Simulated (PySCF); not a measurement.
C₅H₉Cl, SMILES CC1(CCl)CC1. Geometry: PBE-D3(BJ)/def2-SVP. The values are those of a single conformer.

Q: Give the equilibrium geometry at PBE-D3(BJ)/def2-SVP (PySCF confirms it by a frequency run) as Cartesian coordinates in Å. (An estimate is asked for; the answer gives what the named calculation found.)

A: Several could match; the one computed here: 
```xyz
15

C      1.4726     0.2698    -1.0408
C      0.4157    -0.5293    -0.3036
C      0.0024     0.0339     1.0337
Cl    -0.8575     1.6282     0.8711
C     -0.6472    -1.2496    -1.1041
C      0.4311    -2.0459    -0.4072
H      1.7160    -0.1915    -2.0181
H      1.1122     1.3022    -1.2252
H      2.4108     0.3342    -0.4502
H     -0.6960    -0.6427     1.5623
H      0.8793     0.2205     1.6852
H     -1.6689    -1.2791    -0.6937
H     -0.6050    -1.1596    -2.2007
H      0.1535    -2.6361     0.4809
H      1.2279    -2.5006    -1.0168
```
Charge 0, spin multiplicity 1.
